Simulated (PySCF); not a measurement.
AlFH2OS. Atoms are numbered in the order given.

```xyz
6

Al    -0.0337    -0.4409     0.0000
F     -1.4757    -1.2622     0.0000
O      1.4479    -1.2500     0.0000
H      1.5835    -2.1986     0.0000
S     -0.0470     1.7206     0.0000
H      1.3053     1.7605     0.0000
```

The structure is a stationary point at PBE0-D3(BJ)/def2-SVP. Other conformers were not sampled.

Level of theory: ωB97X/def2-TZVPD run with PySCF.

Symmetry labels are those of the subgroup Cs that the program uses (full group Cs).

Computed valence orbital energies around the gap with their symmetry:
| orbital | symmetry | energy (eV) |
|---|---|---|
| HOMO−7 | A' | -15.76 |
| HOMO−6 | A' | -14.62 |
| HOMO−5 | A" | -14.43 |
| HOMO−4 | A' | -13.98 |
| HOMO−3 | A' | -12.72 |
| HOMO−2 | A" | -12.43 |
| HOMO−1 | A' | -11.94 |
| HOMO | A" | -10.40 |
| LUMO | A' | 0.58 |
| LUMO+1 | A" | 1.81 |
| LUMO+2 | A' | 1.84 |
| LUMO+3 | A' | 2.08 |
